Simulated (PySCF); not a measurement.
PySCF was given this input:
```python
from pyscf import gto, scf, mp

mol = gto.M(
    atom='''
F     1.757304   -0.242048   -1.310084
Si    1.209132   -0.057478    0.134169
F     1.598167    1.300970    0.785087
F     1.444893   -1.287115    1.057659
Si   -1.209132    0.057478   -0.134169
F    -1.444893    1.287115   -1.057659
F    -1.598167   -1.300970   -0.785087
F    -1.757304    0.242048    1.310084
''',
    basis='cc-pv(d+d)z',
    charge=1,
    spin=1,
    verbose=4,
)

mf = scf.UHF(mol)
mf.kernel()

pt = mp.MP2(mf, frozen=16)
pt.kernel()
print('E(MP2) = %.10f' % pt.e_tot)
```

**Question.** What does this run give for the number of basis functions, total energy?

**Answer.** 
```json
{
  "number_of_basis_functions": "130",
  "total_energy": "-1175.7751 Eh"
}
```

These values belong to the state on which the SCF converged, which isn't shown to be the lowest.
